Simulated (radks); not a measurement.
Species: Xe+. Configuration: [Kr] 4d9.5 5s1.5 5p6 (fractional occupations, a model configuration). Method: scalar-relativistic Kohn-Sham, SCAN, spin-polarised, spherical densities, finite nucleus; open shells are filled with parallel spins first (spin-orbit coupling, left out, can overturn this in heavy ions); meta-GGA in the generalised Kohn-Sham scheme; Fermi nuclear charge, rms radius 4.7859 fm; computed with a radial shooting solver on a logarithmic mesh with Libxc functionals. Some entries of the table are withheld. Estimate them.

| orbital | occ. | eigenvalue (hartree) | <r> (bohr) | <r^2> (bohr^2) |
|---|---|---|---|---|
| 1s up | 1 | -1265.880 | 0.02666 | 0.0009640 |
| 1s down | 1 | -1265.878 | 0.02666 | 0.0009640 |
| 2s up | 1 | -198.1910 | 0.1145 | 0.01548 |
| 2s down | 1 | -198.1834 | 0.1145 | 0.01548 |
| 2p up | 3 | -177.7536 | 0.1003 | 0.01228 |
| 2p down | 3 | -177.7465 | 0.1003 | 0.01228 |
| 3s up | 1 | -41.28116 | 0.3057 | 0.1068 |
| 3s down | 1 | -41.27705 | 0.3057 | 0.1068 |
| 3p up | 3 | -34.62673 | 0.3039 | 0.1071 |
| 3p down | 3 | -34.62143 | 0.3039 | 0.1071 |
| 3d up | 5 | -24.79401 | 0.2809 | 0.09326 |
| 3d down | 5 | -24.78557 | 0.2808 | 0.09325 |
| 4s up | 1 | -7.99909 | 0.7153 | 0.5771 |
| 4s down | 1 | -7.96841 | 0.7153 | 0.5772 |
| 4p up | 3 | -5.87255 | 0.7620 | (1) |
| 4p down | 3 | -5.84226 | 0.7620 | (2) |
| 4d up | 5 | -2.76245 | 0.8684 | 0.8792 |
| 4d down | 4.5 | -2.73194 | 0.8680 | 0.8783 |
| 5s up | 1 | -1.16525 | 1.798 | 3.640 |
| 5s down | 0.5 | -1.13433 | 1.814 | 3.711 |
| 5p up | 3 | (3) | 2.116 | 5.083 |
| 5p down | 3 | (4) | 2.145 | 5.228 |

Answer. 
(1) 4p up <r^2> (bohr^2): 0.6606
(2) 4p down <r^2> (bohr^2): 0.6604
(3) 5p up eigenvalue (hartree): -0.68602
(4) 5p down eigenvalue (hartree): -0.66530
